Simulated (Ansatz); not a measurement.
Cartesian coordinates (Å):
```xyz
4

F     -0.7279     1.3535    -0.1600
Si    -0.1313     0.0113     0.4534
F     -0.9683    -1.1925    -0.1665
Cl     1.8276    -0.1722    -0.1270
```
Charge 0, spin multiplicity 2.

Calculation: frozen-core CCSD(T)/cc-pVTZ // B3LYP-D3(BJ)/def2-TZVP in Ansatz (an electronic-structure program).

| Property | Result |
|---|---|
| HF energy | -947.56898 Ha |
| MP2 correlation energy | -0.77859 Ha |

**Question.** Estimate the CCSD correlation energy, the (T) correction, the total energy and the T1 diagnostic.

**Answer.** 
```yaml
CCSD correlation energy: -0.79500 Ha
"(T) correction": -0.02677 Ha
CCSD(T) total energy: -948.39075 Ha
T1 diagnostic: 0.013
```
